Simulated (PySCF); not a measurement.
C₂H₆BNO₂Si, SMILES N[SiH2]C#CB(O)O.

Geometry optimised at ωB97X-D3(BJ)/def2-SVP. The structure was generated by enumeration, and PubChem lists no compound with its InChIKey, so it may never have been made. Other conformers were not sampled.

Two levels are set side by side: TDA-PBE/def2-SVPD (PySCF) and TDA-PBE0/def2-SVPD (PySCF). Vertical, same geometry. The lowest singlet is HOMO→LUMO 99 % with PBE and HOMO−1→LUMO 59 %, HOMO−2→LUMO 30 % with the other functional; states are paired by order. Differences are taken from unrounded values.

```csv
quantity,TDA-PBE
lowest singlet excitation (eV),4.43
lowest triplet excitation (TDA) (eV),4.28
```

Problem. These are the TDA-PBE values. What does TDA-PBE0 give? (The exact figures need the calculation; the answer reports its results.)

Solution. 
```tsv
quantity	TDA-PBE0	TDA-PBE minus TDA-PBE0
lowest singlet excitation (eV)	5.35	-0.92
lowest triplet excitation (TDA) (eV)	4.44	-0.16
```

A lower first singlet is the usual sign of a functional without exact exchange. Differences between two approximate levels are no errors against the true value.

Rough cost on one machine, each run with all the roots and properties that it gave: TDA-PBE0 against TDA-PBE about 3 times.
